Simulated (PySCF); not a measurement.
**W (tungsten, neutral) across methods**

[Xe] 4f14 5d4 6s1 6p1, one real determinant (an excited configuration). Calculation: PySCF 2.14, in aug-cc-pVDZ-PP with ECP60MDF; scalar relativity through the core potential.

```json
{"method": "UHF", "E (hartree)": "-66.63663", "mean ε 5d α (eV)": "-11.619", "mean ε 6s α (eV)": "-10.381", "mean ε 6p α (eV)": "-5.072", "Σ⟨r²⟩ (bohr²)": "65.43", "⟨S²⟩": "12.004"}
{"method": "M06-2X", "E (hartree)": "-67.0713", "mean ε 5d α (eV)": "-9.275", "mean ε 6s α (eV)": "-9.263", "mean ε 6p α (eV)": "-3.977", "Σ⟨r²⟩ (bohr²)": "63.79", "⟨S²⟩": "12.001"}
{"method": "wB97X-V", "E (hartree)": "-67.1318", "mean ε 5d α (eV)": "-10.203", "mean ε 6s α (eV)": "-10.119", "mean ε 6p α (eV)": "-4.940", "Σ⟨r²⟩ (bohr²)": "64.87", "⟨S²⟩": "12.001"}
{"method": "PBEsol", "E (hartree)": "-67.0938", "mean ε 5d α (eV)": "-6.773", "mean ε 6s α (eV)": "-7.365", "mean ε 6p α (eV)": "-2.614", "Σ⟨r²⟩ (bohr²)": "65.39", "⟨S²⟩": "12.001"}
{"method": "PBE", "E (hartree)": "-67.2118", "mean ε 5d α (eV)": "-6.796", "mean ε 6s α (eV)": "-7.301", "mean ε 6p α (eV)": "-2.621", "Σ⟨r²⟩ (bohr²)": "65.69", "⟨S²⟩": "12.001"}
{"method": "LDA", "E (hartree)": "-67.0270", "mean ε 5d α (eV)": "-6.843", "mean ε 6s α (eV)": "-7.502", "mean ε 6p α (eV)": "-2.685", "Σ⟨r²⟩ (bohr²)": "65.65", "⟨S²⟩": "12.000"}
{"method": "PBE0", "E (hartree)": "-67.1802", "mean ε 5d α (eV)": "-8.130", "mean ε 6s α (eV)": "-8.172", "mean ε 6p α (eV)": "-3.266", "Σ⟨r²⟩ (bohr²)": "65.15", "⟨S²⟩": "12.001"}
{"method": "r2SCAN", "E (hartree)": "-67.2285", "mean ε 5d α (eV)": "-7.133", "mean ε 6s α (eV)": "-7.640", "mean ε 6p α (eV)": "-2.742", "Σ⟨r²⟩ (bohr²)": "64.84", "⟨S²⟩": "12.002"}
{"method": "TPSS", "E (hartree)": "-67.1806", "mean ε 5d α (eV)": "-6.760", "mean ε 6s α (eV)": "-7.263", "mean ε 6p α (eV)": "-2.602", "Σ⟨r²⟩ (bohr²)": "65.46", "⟨S²⟩": "12.001"}
```

⟨L²⟩ = 7.94 against 12 for a pure F term, so this real determinant mixes terms. Energies and moments cover only the electrons outside the core potential. Spin-orbit coupling, absent here, splits the open shell strongly.
